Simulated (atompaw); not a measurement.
# Scattering properties, PAW (atompaw) potential for boron (B)

- Element: B
- Generator: atompaw 4.2.0.5
- Type: PAW
- Functional: LDA (PW92)
- Relativity: scalar-relativistic
- Frozen core: [He]
- Valence charge: 3
- Reference configuration: 2s2 2p1
- Partial waves: 2s (bound): rc 1.15 bohr; 2s channel at 1.7 Ry: rc 3.00 bohr; 2p (bound): rc 3.00 bohr; 2p channel at 0.4 Ry: rc 3.00 bohr; 3d channel at 0.35 Ry: rc 3.00 bohr
- Local potential: troulliermartins scheme with l = 3 at 0 Ry, radius 2.95 bohr
- Core correction: smooth core density matched at 2.85 bohr
- Augmentation charge: besselshape compensation charge, radius 2.25 bohr; PAW radius 3.00 bohr; waves and projectors: custom rrkj gramschmidtortho

The phase is arctan(r·u′/u) with u = r·R(r), unwrapped; energies in Ry, scanned from -3 to 5 Ry. A pole is an energy at which the radial function vanishes at the test radius. The pseudo phase is shifted by a multiple of π to meet the all-electron one at the reference energy, and phase errors are pseudo minus all-electron; the curves can meet again beyond the range given. Levels narrower than the energy grid can be missing from the lists of poles.

Q: For each channel, where are the poles, and over which energies does the pseudopotential scatter like the atom?

A:

| channel | radius (bohr) | reference energy (Ry) | poles, all-electron | poles, pseudo | unbroken range about the reference energy with phases within 0.05 rad | phase error 1 Ry above the reference energy (rad) |
| --- | --- | --- | --- | --- | --- | --- |
| s | 3.02 | -0.69 | -0.38, 3.72 | -0.39, 2.51 | below 1.0 | -0.023 |
| p | 3.02 | -0.27 | 0.08, 3.50 | 0.08, 3.58 | below 4.9 | -0.000 |
| d | 3.02 | 0.35 | 2.28 | 2.33 | below 3.4 | +0.006 |

Phases in the d channel:

```tsv
E (Ry)	all-electron	pseudo
-3.00	1.389	1.389
-2.76	1.382	1.382
-2.52	1.375	1.375
-2.28	1.366	1.366
-2.04	1.356	1.356
-1.80	1.345	1.345
-1.56	1.331	1.331
-1.32	1.315	1.315
-1.08	1.296	1.296
-0.84	1.272	1.272
-0.60	1.241	1.241
-0.36	1.199	1.199
-0.12	1.139	1.139
0.12	1.046	1.046
0.36	0.886	0.886
0.60	0.563	0.563
0.84	-0.092	-0.089
1.08	-0.795	-0.789
1.32	-1.160	-1.154
1.56	-1.340	-1.334
1.80	-1.446	-1.439
2.04	-1.517	-1.509
2.28	-1.571	-1.561
2.52	-1.618	-1.605
2.76	-1.662	-1.645
3.00	-1.708	-1.684
3.24	-1.763	-1.727
3.48	-1.836	-1.779
3.72	-1.950	-1.848
3.96	-2.166	-1.952
4.20	-2.682	-2.137
4.44	-3.599	-2.535
4.68	-4.135	-3.323
4.92	-4.356	-3.972
```
